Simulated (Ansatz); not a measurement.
F3Si (`F[Si](F)F`) radical, 4 atoms. Total charge 0; spin multiplicity 2. All runs use 4 threads of an Arm Neoverse V1 on a shared host. Correlated methods freeze the cores. Open-shell runs search over several starts.

(1) Give the basis size and wall time and peak host memory of each of these runs in Ansatz. UKS ωB97M-V/def2-SVP energy; direct RPA on PBE orbitals/def2-TZVPP energy; UKS B97M-V/def2-TZVPP energy; UHF-MP2/def2-QZVPP energy; UKS CAM-B3LYP-D4/def2-TZVPP energy; UHF-CCSD(T)/def2-SVP energy; UKS PBE0-D4/def2-TZVP frequencies; UKS PBE0-D4/def2-SVP energy; UKS PBE0-D4/def2-TZVP relaxation (4 steps); UKS ωB97X-V/def2-TZVPP energy; UKS PBE0-D4/def2-QZVPP energy; UKS ωB97M-V/def2-TZVPP energy and forces. (Estimate.)

Results:

(1) Ansatz gave: Other jobs shared the machine, so times are rough.

```tsv
level	job	functions	wall time	peak host memory (GiB)
UKS PBE0-D4/def2-SVP	energy	60	0.6 s	0.13
UKS CAM-B3LYP-D4/def2-TZVPP	energy	135	1.3 s	0.3
UHF-CCSD(T)/def2-SVP	energy	60	1.4 s	0.23
direct RPA on PBE orbitals/def2-TZVPP	energy	135	1.6 s	0.25
UKS ωB97M-V/def2-SVP	energy	60	2.4 s	0.25
UKS PBE0-D4/def2-QZVPP	energy	241	2.7 s	0.61
UKS ωB97X-V/def2-TZVPP	energy	135	3.1 s	0.37
UKS B97M-V/def2-TZVPP	energy	135	3.4 s	0.27
UHF-MP2/def2-QZVPP	energy	241	3.6 s	0.67
UKS ωB97M-V/def2-TZVPP	energy and forces	135	4.3 s	0.4
UKS PBE0-D4/def2-TZVP	relaxation (4 steps)	130	6.5 s	0.26
UKS PBE0-D4/def2-TZVP	frequencies	130	21 s	0.26
```
